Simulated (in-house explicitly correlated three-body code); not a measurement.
Computed with an exponentially correlated three-body code. Model: two electrons around a point charge, non-relativistic, variational in 260 exponentially correlated functions (energies converged to about 1e-7 hartree, or 1e-8 relative for large Z).

Command:
```bash
python run_hyl.py task.json out
```
Settings (lengths in bohr, energies in hartree):
```
Z                      4
screening              0.4
interaction_strength   1
functions              260
states_tried           13
```

Run time, properties included: 64 s on 1 thread of Arm Neoverse V2, on a shared host.

**Those bound S and P states to n = 4 that converged, binding against the one-electron ion.**

Given: nuclear charge 4; Yukawa screening of all interactions 0.4 1/bohr.

Computed: one-electron threshold -6.51292849 hartree.

| term | energy (hartree) | binding (eV) |
| --- | --- | --- |
| 1 1S | -11.0582831 | 123.69 |
| 2 3S | -6.94784661 | 11.835 |
| 2 1S | -6.86113671 | 9.4752 |
| 2 3P | ? | ? |
| 2 1P | -6.75963389 | 6.7132 |

**Question.** What belongs in the row 2 3P?

**Answer.** energy (hartree): -6.80268738; binding (eV): 7.8847.

**Converged states only, values per electron or pair (inverse distances are <exp(-kr)/r>).**

```csv
term,mean r (bohr),mean r squared (bohr²),mean inverse r (1/bohr),mean r12 (bohr),mean inverse r12 (1/bohr),mean cosine,mean p1 dot p2 (bohr⁻²),delta r1 (bohr⁻³),delta r12 (bohr⁻³)
1 1S,0.4184,0.23733,3.2924,0.62508,1.8169,-0.032463,0.40762,16.961,1.489
2 3S,?,?,?,?,?,?,?,?,-
2 1S,1.2781,2.9049,1.9986,2.2167,0.3482,-0.0096503,0.024462,10.555,0.15737
2 3P,1.1278,2.2825,1.9951,1.9417,0.36873,-0.046257,-0.51429,9.9561,-
2 1P,1.2101,2.6709,1.9786,2.0749,0.35896,0.015652,0.42297,10.07,0.026698
```

**Question.** What belongs in the row 2 3S?

**Answer.** mean r (bohr): 1.1686; mean r squared (bohr²): 2.3654; mean inverse r (1/bohr): 2.0219; mean r12 (bohr): 2.0113; mean inverse r12 (1/bohr): 0.31784; mean cosine: -0.0080248; mean p1 dot p2 (bohr⁻²): 0.018521; delta r1 (bohr⁻³): 10.658.

**Electric-dipole lines between converged S and P states, rate of the upper state's decay.**

```json
{"s state": "1 1S", "p state": "2 1P", "p minus s (eV)": "116.97", "oscillator strength from s": "0.40575", "rate (1/s)": "8.0299e+10"}
{"s state": "2 1S", "p state": "2 1P", "p minus s (eV)": "2.762", "oscillator strength from s": "0.28881", "rate (1/s)": "3.1868e+07"}
{"s state": "2 3S", "p state": "2 3P", "p minus s (eV)": "3.95", "oscillator strength from s": "0.34273", "rate (1/s)": "7.7346e+07"}
```

**Static dipole response.**

```csv
state,polarisability (bohr³)
1 1S,0.055052
2 3S,17.179
```
